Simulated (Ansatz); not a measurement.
`CC[SiH](O)[SiH3]` and `O[SiH]([SiH3])N[SiH3]` differ in one atom or group.

Ansatz, PBE0-D4/def2-TZVP geometries, multiplicity 1. Each molecule was computed in one conformer, which needn't be the lowest.

```csv
property,`CC[SiH](O)[SiH3]`
LUMO energy (PBE0/def2-TZVPP) / eV,-0.09
LUMO energy (PBE/def2-TZVPP) / eV,-0.96
HOMO energy (ωB97M-V/def2-TZVPP) / eV,-9.74
LUMO energy (ωB97M-V/def2-TZVPP) / eV,1.56
HOMO–LUMO gap (ωB97M-V/def2-TZVPP) / eV,11.30
HOMO energy (PBE/def2-TZVPP) / eV,-6.46
```

Question: What does the change do to each property? (Estimate.)

Answer: Computed: 
```csv
property,`O[SiH]([SiH3])N[SiH3]`,shift
LUMO energy (PBE0/def2-TZVPP) / eV,-0.28,-0.19
LUMO energy (PBE/def2-TZVPP) / eV,-1.11,-0.15
HOMO energy (ωB97M-V/def2-TZVPP) / eV,-9.96,-0.22
LUMO energy (ωB97M-V/def2-TZVPP) / eV,1.37,-0.19
HOMO–LUMO gap (ωB97M-V/def2-TZVPP) / eV,11.32,0.02
HOMO energy (PBE/def2-TZVPP) / eV,-6.47,-0.01
```
